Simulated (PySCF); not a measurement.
Diatomic KAl, closed-shell singlet (lowest of 2S+1 = 1, 3 at CCSD(T)/def2-TZVPP on PBE0 minima; our sources give no spin for the ground state, which may be another). No spin–orbit coupling. K is treated without relativity.

The constants come from a fifth-degree fit in 1/R (seven points, main isotopes). Runs in def2 and cc sets follow the lowest solution found near the PBE0 minimum. The singlet is held restricted.

Rows in 6-31G* carry no dispersion term and start afresh at each structure (6-31G* with six Cartesian d functions); the Pople sets are all-electron and without relativity.

Run with PySCF for 6-31G* rows. Each number belongs to the level named beside it.

Energies at BP86/6-31G*:

```
R (Å)       E (hartree)
--------  -------------
3.398053  -842.30995215
3.489399  -842.31106024
3.573437  -842.31165026
3.668436  -842.31190890
3.763435  -842.31181263
3.873050  -842.31134996
4.000934  -842.31044285
```

Task: With a reduced mass of 15.9420 u, find the minimum, the force constant and the constants.

Result: A fifth-degree polynomial in 1/R puts the minimum at r_e = 3.6873 Å with force constant 16.4 N/m. Then ω_e = (1/2πc)√(k/μ) = 132 cm⁻¹ and B_e = h/(8π²cμr_e²) = 0.07778 cm⁻¹; the cubic and quartic terms give α_e = 0.00048 and ω_e x_e = 0.54 cm⁻¹.
